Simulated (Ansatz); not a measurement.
Reactions of CH₆GeOS (`C[S][GeH2][OH]`).

Program: Ansatz. Geometries: PBE0-D4/def2-TZVP. ΔE: electronic, gas phase. CCSD(T)/CBS adds triple-zeta CCSD(T) − MP2 to the extrapolated MP2 energy (def2 sets, frozen cores). This one scheme is used for every species. Double bonds are as drawn, so ΔE can hold a change between cis and trans. DFT in def2-TZVPP. B3LYP here is the variant with VWN-RPA as its local correlation; programs differ in this. For Ge, Se outer-core shells are correlated without core-valence functions, which leaves a few kJ/mol of doubt a bond. Scalar relativity is left out up to krypton. One conformer a species, not always the lowest.

| reaction | B3LYP-D4 (eV) | B2PLYP (eV) | PBE0-D4 (eV) |
| --- | --- | --- | --- |
| `C[S][GeH2][OH]` + `C[SiH](O)O` → `C[SiH](O)[O][GeH2][OH]` + CH₃SH | -0.13 | -0.12 | -0.04 |
| `C[S][GeH2][OH]` + `CC=N` → `C[C](=N)[GeH2][OH]` + CH₃SH | 0.65 | 0.65 | 0.67 |
| `C[S][GeH2][OH]` + `O[SiH2]O` → `O[SiH2][O][GeH2][OH]` + CH₃SH | -0.05 | -0.08 | 0.04 |
| `C[S][GeH2][OH]` + `C[SeH]` → `C[Se][GeH2][OH]` + CH₃SH | -0.18 | -0.18 | -0.18 |
| `C[S][GeH2][OH]` + `N[SiH](O)F` → `[OH][GeH2][NH][SiH](O)F` + CH₃SH | 0.17 | 0.17 | 0.21 |
| `C[S][GeH2][OH]` + `OCS` → `CSCO` + `[OH][GeH2][SH]` | -0.31 | -0.31 | -0.32 |
| `C[S][GeH2][OH]` + CH₃OH → `C[O][GeH2][OH]` + CH₃SH | 0.15 | 0.10 | 0.22 |
| `C[S][GeH2][OH]` + `C/N=C\N` → `C/N=C(\C)N` + `[OH][GeH2][SH]` | -0.34 | -0.35 | -0.37 |

Problem. Give the CCSD(T)/CBS values in the same order. (Estimate.)

Solution. Ansatz gave: -0.11, 0.63, -0.05, -0.18, 0.15, -0.29, 0.15, -0.36 eV.

Largest T1 diagnostic: 0.013, for `C/N=C\N`.
